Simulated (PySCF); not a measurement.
Working out the ionisation energy of O⁺

O⁺ [He] 2s2 2p3 (4S) → O²⁺ [He] 2s2 2p2 (3P). Computed with PySCF 2.14 in aug-cc-pVQZ with one added diffuse shell each of s, p, d, f, g type (7s6p5d4f3g, 105 functions), with no relativity, point nucleus. Frozen: 1s2. Energies in hartree (1 hartree = 27.21139 eV):

| part | O⁺ (lower) | O²⁺ (upper) |
| --- | --- | --- |
| UHF | -74.375750 | -73.105153 |
| MP2 opposite-spin | -0.075884 | -0.068114 |
| MP2 same-spin | -0.031472 | -0.014399 |

What does Hartree-Fock give?

(-73.105153) − (-74.375750) = 1.270597 hartree = 34.575 eV.

What do MP2 and SCS-MP2 (6/5 opposite-spin, 1/3 same-spin) give?

The opposite-spin parts differ by 0.211 eV and the same-spin parts by 0.465 eV. MP2: 34.575 + (0.211) + (0.465) = 35.251 eV. SCS-MP2: 34.575 + 1.2 × (0.211) + (0.465)/3 = 34.983 eV.

A first-order spin-orbit estimate adds -0.027 eV to MP2 (valence), giving 35.224 eV against 35.121 eV (measured; NIST Atomic Spectra Database, ionization energies).

What remains against the reference includes basis incompleteness, the frozen core and correlation beyond second order.
